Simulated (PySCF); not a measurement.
Ge: ionisation energy

Ge [Ar] 3d10 4s2 4p2 (3P) → Ge⁺ [Ar] 3d10 4s2 4p1 (2P), as a difference of total energies. All numbers are calculated (PySCF 2.14, scalar relativity through the core potential, in cc-pVTZ-PP with ECP10MDF). Correlated levels: valence: 3s2 3p6 3d10 frozen. The calculations carry no spin-orbit coupling.

Question: Order these methods by the ionisation energy they give, lowest first.
A. MP2 (valence)
B. BP86
C. UHF
D. CCSD (valence)

Answer: C (7.408 eV), A (7.751 eV), D (7.778 eV), B (7.948 eV).

Errors of the correlated levels include the incompleteness of this basis and the frozen core.

For comparison: 7.925 eV (measured; NIST levels, between the centres of gravity of the two terms).
